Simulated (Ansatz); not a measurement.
Born–Oppenheimer molecular dynamics of CH$_{7}$NO$_{3}$Si (13 atoms, charge 0, multiplicity 1). It starts at the highest image of a converged band. Of that band: Neighbouring images differ by up to 1.7 eV, so the band resolves the path poorly. A vibrational analysis at the climbing image gives one clearly imaginary mode, 1334i cm⁻¹: a first-order saddle point.

The calculation used Ansatz, RKS PBE-D4/def2-SVP.

```json
{"ensemble": "NVE (velocity Verlet)", "time step": "0.5 fs", "steps asked": "200", "starting velocities drawn for": "100 K", "seed": "6210"}
```

First frame:

```xyz
13
Properties=species:S:1:pos:R:3
N 0.574 -1.934 -0.674
Si 0.209 -0.829 0.828
C -0.182 0.974 0.145
O -1.040 0.827 -0.940
O 0.974 1.623 -0.323
O -0.718 1.816 1.161
H 1.332 -1.571 -1.264
H -0.123 -2.447 -1.238
H 1.237 -2.091 0.549
H -1.145 -1.385 1.236
H -1.032 1.694 -1.404
H 1.477 1.900 0.468
H -1.541 1.389 1.470
```

**Question.** How far do the bonds stretch over the last three quarters of this one trajectory? (Pairs bonded in most of those frames.)

**Answer.** 
| bond | mean (Å) | spread (Å) | shortest | longest |
| --- | --- | --- | --- | --- |
| N1–H7 | 1.039 | 0.031 | 0.98 | 1.10 |
| N1–H8 | 1.037 | 0.025 | 0.99 | 1.09 |
| N1–H9 | 1.039 | 0.052 | 0.95 | 1.12 |
| Si2–C3 | 1.988 | 0.077 | 1.86 | 2.10 |
| Si2–H10 | 1.552 | 0.017 | 1.52 | 1.59 |
| C3–O4 | 1.396 | 0.007 | 1.38 | 1.41 |
| C3–O5 | 1.415 | 0.013 | 1.40 | 1.44 |
| C3–O6 | 1.446 | 0.014 | 1.42 | 1.47 |
| O4–H11 | 0.985 | 0.003 | 0.98 | 0.99 |
| O5–H12 | 0.977 | 0.010 | 0.96 | 0.99 |
| O6–H13 | 0.980 | 0.012 | 0.96 | 1.00 |

Mean temperature of the second half: 568 K. The conserved energy stayed within 0.28 meV per atom of its start (net change -0.02 meV per atom), so the integration is sound. The system heated up, since it started high on the potential surface and ran downhill. A run of 0.1 ps of so small a system gives no equilibrium averages. The orbitals stay closed-shell, which can raise the energy where a bond breaks towards radicals; this wasn't checked here.

The run took 8.6 min on 2 threads of Arm Neoverse V1 (shared host), peak memory 0.16 GiB.
